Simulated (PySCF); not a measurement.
Compound: CF3CH2CF3, C3H2F6.
Atom-mapped SMILES: `[F:1][C:2]([F:3])([F:4])[CH2:5][C:6]([F:7])([F:8])[F:9]` (hydrogens: H10, H11 on C5)

Method: PySCF, PBE0-D3(BJ)/def2-SVP geometry optimisation, gas phase.

(1) List the bond lengths, angles and torsions at this level.

Answers

(1) 
```
                  bond  length (pm)
F1–C2 and 5 like bonds        133.3
          C2–C5, C5–C6        151.3
        C5–H10, C5–H11        109.8
```

Bonds in one row agree within 1 pm and their mean is given. A selection of angles:
```
   angle  degrees
F1–C2–F3    107.8
F1–C2–C5    109.4
F3–C2–C5    111.9
C2–C5–C6    115.6
```

Dihedral angles: F1–C2–C5–C6 179° (antiperiplanar); C2–C5–C6–F7 59° (synclinal).

Of the pairs four or more bonds apart, F3···F8 is among the closest relative to their van der Waals radii: 2.75 Å, 94 % of the sum of Bondi's values.

Not checked by PBE0-D3(BJ)/def2-SVP frequencies.
